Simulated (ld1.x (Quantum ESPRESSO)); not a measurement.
# An all-electron radial function and its pseudo partner (Au (Z = 79))

Columns: radius, all-electron u(r) and pseudo u(r) of the 5p shell (level -62.22 eV) of gold in the configuration [Kr] 4d10 4f14 5s2 5p6 5d10 6s0 6p1; LDA (PZ), scalar-relativistic, RRKJ scheme, ld1.x (Quantum ESPRESSO) 7.5.

```
r (bohr)  all-electron   pseudo
   0.100       -0.2817  -0.0318
   0.200       -0.0822  -0.1232
   0.300        0.5499  -0.2619
   0.400        0.5182  -0.4303
   0.500        0.0787  -0.6077
   0.600       -0.4153  -0.7733
   0.700       -0.7965  -0.9100
   0.800       -1.0265  -1.0055
   0.900       -1.1250  -1.0541
   1.000       -1.1277  -1.0562
   1.100       -1.0693  -1.0178
   1.200       -0.9768  -0.9478
   1.300       -0.8692  -0.8570
   1.400       -0.7589  -0.7561
   1.500       -0.6532  -0.6539
   1.600       -0.5563  -0.5573
   1.700       -0.4698  -0.4701
   1.800       -0.3942  -0.3942
   1.900       -0.3290  -0.3290
   2.000       -0.2734  -0.2734
   2.100       -0.2264  -0.2264
   2.200       -0.1870  -0.1870
   2.300       -0.1540  -0.1540
   2.400       -0.1267  -0.1267
   2.500       -0.1039  -0.1039
   2.600       -0.0851  -0.0851
```

Task: How many radial nodes do the two functions have?

Result: The all-electron 5p function has n − l − 1 = 3 (the table is too coarse to show those close to the nucleus); the pseudo-wave has 0, since the states of the same l below it are removed with the core.

Task: At about which radius was the pseudo-wave matched?

Result: 1.85 bohr. The columns agree to 0.0005 from 1.70 bohr on; several derivatives are matched, so the curves merge somewhat inside the radius.

Task: Where does each function peak?

Result: Outermost all-electron maximum near 1.00 bohr, pseudo maximum near 1.00 bohr (to the table’s step).

Task: Is the pseudo-wave norm-conserving?

Result: Yes: the RRKJ scheme keeps the norm inside the radius equal to the all-electron one, which fixes the energy derivative of the logarithmic derivative at the level.
